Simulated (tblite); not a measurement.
C₅H₁₀OSSi.
Atom-mapped SMILES: `[CH3:1][C:2]#[C:3][CH2:4][Si@H:5]([SH:6])[O:7][CH3:8]` (hydrogens: H9, H10, H11 on C1; H12, H13 on C4; H14 on Si5; H15 on S6; H16, H17, H18 on C8)

Geometry (GFN2-xTB, Å), atoms numbered from 1 in this order:
```xyz
18
C5H10OSSi angstrom
C      3.902    0.388   -0.331
C      2.580   -0.196   -0.241
C      1.502   -0.714   -0.155
C      0.173   -1.267   -0.044
Si    -1.127   -0.079   -0.756
S     -0.752    1.944   -0.107
O     -2.525   -0.588   -0.128
C     -3.758    0.072   -0.129
H      3.839    1.474   -0.255
H      4.363    0.128   -1.284
H      4.531    0.017    0.478
H     -0.041   -1.477    1.006
H      0.135   -2.215   -0.583
H     -1.147   -0.045   -2.218
H      0.567    1.846   -0.152
H     -4.417   -0.449    0.565
H     -4.196    0.056   -1.129
H     -3.639    1.110    0.187
```

Level: GFN2-xTB in tblite, geometry and Hessian alike; calculated harmonic values, unscaled, isolated species. Errors from tens to a few hundred cm⁻¹ against measured bands are possible. Modes of hydrogen on silicon and sulfur can be 10 to 20 % off. One conformer, not necessarily the lowest. The optimisation stopped once no atom felt more than 0.01 eV/Å.

Lowest wavenumbers of the output (negative numbers stand for imaginary wavenumbers):
```
mode    cm-1
  1     -41.4
  2      25.2
  3      56.8
  4      81.4
  5     115.5
  6     127.8
  7     143.3
  8     187.5
  9     214.2
 10     232.5
 11     248.3
 12     288.6
 13     299.9
 14     377.6
 15     483.2
```

Q: Is this structure a minimum?

A: Not by this Hessian. 1 mode is imaginary beyond 20i (41i cm⁻¹), so at this level the point lies at or near a first-order saddle. The curvature is small, so loose convergence or finite differences may be the whole cause.

Q: Which atoms move in the imaginary mode?

A: 41i: H9 (methyl hydrogen) 33 %, H10 (methyl hydrogen) 33 %, H11 (methyl hydrogen) 32 %. These are shares of the mass-weighted motion.

Q: What is the remedy?

A: Step along that mode in both directions, optimise again with tighter thresholds and repeat the frequencies. The zero-point energy of this point (83.2 kcal/mol) counts the 47 real modes alone, and thermal corrections from it aren't those of a minimum.
